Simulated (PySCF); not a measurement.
Computed shifts of a molecule C2H10ClNSi2, PBE/pcSseg-1 run with PySCF, GIAO, gas phase, atoms alike by connectivity averaged where their shifts nearly agree, in ppm (number of nuclei): ¹³C: 32.1 (1), 4.5 (1). ²⁹Si: 25.7 (1), -74.5 (1). ¹⁵N: 32.4 (1). ¹H: 5.43 (1), 4.24 (3), 2.37 (1), 0.95 (1), 0.73 (3), 0.50 (1). References: ¹³C against TMS (σ = 182.0 ppm); ²⁹Si against TMS (σ = 335.4 ppm); ³⁵Cl against HCl (σ = 936.5 ppm); ¹⁵N against NH3 (σ = 267.0 ppm); ¹H against TMS (σ = 31.49 ppm), references at their B3LYP-D3(BJ)/def2-TZVP geometries, non-relativistic (without spin–orbit terms, shifts of atoms bonded to Cl or Br come out too high). The structure is a stationary point at PBE0-D3(BJ)/def2-SVP. Other conformers were not sampled.

Question: Which structure fits?
A. C[C@@H]([SiH3])N[SiH2]Cl
B. C[C@H]([SiH3])[Si@@H](N)Cl
C. C[Si@H](Cl)[C@H](N)[SiH3]
D. CC[Si@@](N)([SiH3])Cl

Answer: C, C[Si@H](Cl)[C@H](N)[SiH3]
